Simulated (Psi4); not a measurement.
Interaction energy of BF3 ··· Li+ (SMILES FB(F)F and [Li+]) (charge +1). Monomers: optimised at B3LYP-D3(BJ) (def2-TZVP), held rigid. Orientation: lowest of the rigid-body minima from ten starts at GFN2-xTB (searched outside a hard wall at short contacts). The monomers approach along the line of their centres of mass (distance R); nothing else relaxes. The shortest distances reach bonding range, where SAPT0 and rigid monomers are unreliable.

Method: SAPT0/jun-cc-pVDZ, all electrons correlated (Psi4).

Components in kJ/mol:

```
R / Å  electrostatics  exchange  induction  dispersion   total
-----  --------------  --------  ---------  ----------  ------
3.08           -40.08     31.40     -40.50       -0.78  -49.96
3.31           -31.76      9.82     -28.60       -0.38  -50.91
3.45           -27.80      4.73     -23.31       -0.26  -46.63
3.75           -21.39      0.92     -15.21       -0.12  -35.80
4.07           -16.48      0.17      -9.86       -0.05  -26.22
4.56           -11.28      0.02      -5.41       -0.02  -16.69
5.27            -6.95      0.00      -2.63        0.00   -9.58
6.26            -3.94      0.00      -1.17        0.00   -5.12
7.59            -2.11      0.00      -0.50        0.00   -2.60
```
